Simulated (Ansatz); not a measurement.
Program: Ansatz 0.2.0.

A structure relaxed at PBE0-D4/def2-TZVP, charge 0, multiplicity 1:

```tsv
atom	x (Å)	y (Å)	z (Å)
C1	-1.439	-1.964	-0.204
C2	-1.053	-0.785	-0.686
Si3	0.716	-0.375	-1.012
F4	1.583	-1.648	-0.570
N5	1.164	1.024	-0.123
Si6	0.463	1.651	1.307
F7	-0.768	2.622	0.982
H8	-2.483	-2.196	-0.015
H9	-0.721	-2.746	0.024
H10	-1.813	-0.034	-0.896
H11	1.039	-0.138	-2.437
H12	1.922	1.568	-0.513
H13	-0.079	0.547	2.125
H14	1.469	2.472	2.017
```

Task: Give its formula and SMILES.

Result: C2H7F2NSi2, `C=C[SiH](F)N[SiH2]F`.

Task: Point group (tolerance 0.08 Å, 0.16 Å for H)?

Result: C1.

Task: Summarise the bond lengths by kind.

Result: 1 × C–C 1.331 Å; 3 × C–H 1.086 to 1.089 Å; 1 × C–Si 1.845 Å; 2 × F–Si 1.602 Å; 2 × N–Si 1.712 to 1.717 Å; 3 × H–Si 1.477 to 1.481 Å; 1 × H–N 1.011 Å.
